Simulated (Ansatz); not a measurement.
Isolated molecules relaxed with PBE0-D4/def2-TZVP in Ansatz; ΔE leaves out vibrations. CCSD(T)/CBS is the MP2 limit (def2-TZVPP, def2-QZVPP) plus CCSD(T) − MP2 in def2-TZVPP, frozen cores. This one scheme is used for every species. DFT in def2-TZVPP. B3LYP here is the variant with VWN-RPA as its local correlation; programs differ in this. For Ge outer-core shells are correlated without core-valence functions, which leaves a few kJ/mol of doubt a bond. Scalar relativity is left out up to krypton. Each species was taken in one conformer, which may not be the lowest.

`[GeH3][SiH2][GeH2][GeH3]` + H₂S → `S[SiH2][GeH3]` + `[GeH3][GeH3]`  (cleavage of the Si–Ge bond)

| level | ΔE (kJ/mol) | difference from CCSD(T)/CBS |
| --- | --- | --- |
| LDA (SPW92) | -23.1 | 0.1 |
| revPBE-D4 | -22.3 | 0.9 |
| PBE0-D4 | -22.0 | 1.2 |
| PBE | -25.2 | -2.0 |
| B3LYP | -31.6 | -8.4 |
| BHLYP | -34.0 | -10.8 |
| CAM-B3LYP | -32.8 | -9.6 |
| RPA@PBE/def2-TZVPP | -19.6 | 3.6 |
| HF/def2-SVP | -35.7 | -12.5 |
| MP2/def2-SVP | -21.9 | 1.3 |
| CCSD/def2-SVP | -20.8 | 2.4 |
| CCSD/def2-TZVPP | -22.6 | 0.6 |
| CCSD(T)/def2-TZVPP | -21.0 | 2.2 |
| SCS-MP2/def2-QZVPP | -29.3 | -6.1 |
| MP2/CBS(def2) | -26.6 | -3.4 |
| CCSD/CBS(def2) | -24.8 | -1.6 |
| CCSD(T)/CBS | -23.2 | 0 |

Largest T1 diagnostic among the species: 0.012.

At CCSD(T), def2-SVP lies +3.8 kJ/mol from the extrapolated value and def2-TZVPP +2.2 kJ/mol. The D4 term adds +7.0 kJ/mol with B3LYP and +4.5 kJ/mol with PBE0; it sums over pairs of atoms, weighted by their polarisabilities, and B3LYP, whose exchange is more repulsive, gets the larger term. In def2-TZVPP, CCSD(T) changes the Hartree–Fock value by +18.5 kJ/mol (the triples alone add +1.6 kJ/mol) and MP2 by +15.2 kJ/mol.
